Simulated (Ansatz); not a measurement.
Basis-set extrapolation for C3H8OSi (`C=CO[SiH2]C`) (PBE0-D4/def2-TZVP geometry, frozen core, Ansatz). Multiplicity 1, RHF reference.

|  | def2-TZVPP | def2-QZVPP |
| --- | --- | --- |
| HF | -482.172141 | -482.190667 |
| MP2 correlation | -0.861378 | -0.921778 |
| CCSD(T) correlation | -0.946106 | not run |

Energies in hartree. Use E(X) = E(∞) + A·exp(−7.88·√X) for Hartree–Fock and E(X) = E(∞) + B·X^(−2.97) for correlation, with X = 3 and 4, and add CCSD(T) minus MP2 of the smaller set to the MP2 limit.

What is the CCSD(T) energy at the basis-set limit?

HF limit: -482.190667 + (-0.018526) × 0.13774 = -482.19322. MP2 limit: -0.921778 + (-0.060400) × 0.74074 = -0.96652. Higher-order term: -0.946106 − (-0.861378) = -0.08473. Total: -483.24447 hartree, 79.2 kcal/mol below CCSD(T)/def2-TZVPP.
